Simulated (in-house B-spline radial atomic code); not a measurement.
## RPBE excitations of Cu⁺

Method: RPBE. Computed with a B-spline radial code for spherical atoms: linear response of the closed shell [Ar] 3d10 with the functional's adiabatic kernel; non-relativistic, point nucleus, no spin-orbit coupling, no double excitations, S, P, D and F terms only. Only terms of natural parity with L up to 3 were computed.

Without relativity these are model numbers for so heavy an element.

Command:
```bash
python run_td.py task.json out
```
Settings (radii: box in bohr, nucleus in fm):
```
Z                        29
electrons                28
configuration            [Ar] 3d10
hamiltonian              nr
method                   rpbe,pbe
box_radius               41.61
intervals                57
```

Cost of the run: 1.5 s on 1 thread of Arm Neoverse N1 (shared host).

The lowest states, in the order of their Tamm-Dancoff energies; the method's threshold (minus the highest occupied level) is 13.627 eV. Labels give the largest channel, * marks a mixed state, and oscillator strengths are full-response dipole values. Semilocal kernels can invert the small singlet-triplet splittings of Rydberg terms. Energies in eV:

```
     state  full response  Tamm-Dancoff  oscillator strength
3d → 4s 3D              ?             ?                    -
3d → 4s 1D          2.253         2.263                    -
3d → 4p 3P              ?             ?                    -
3d → 4p 3F          6.791         6.815                    -
3d → 4p 1F          6.983         6.988                    -
3d → 4p 1P          7.586         7.655                0.325
3d → 5s 3D         10.501        10.507                    -
3d → 5s 1D         10.574        10.576                    -
3d → 4d 3S         11.313        11.325                    -
3d → 4d 3D         11.502        11.504                    -
```

(1) Where does 3d → 4p 3P lie?

(2) Where does 3d → 4s 3D lie?

(3) How large is the singlet-triplet splitting of 3d → 4s (D terms) in Tamm-Dancoff?

(4) What polarisabilities and dispersion coefficient does the method give?

Results:

(1) At 6.743 eV in full response, 6.775 eV in Tamm-Dancoff.

(2) At 1.698 eV in full response, 1.769 eV in Tamm-Dancoff.

(3) 0.495 eV, from the unrounded values.

(4) Dipole 8.136 bohr³, quadrupole 70.81 bohr⁵, C6 27.48 hartree·bohr⁶ for two such species.
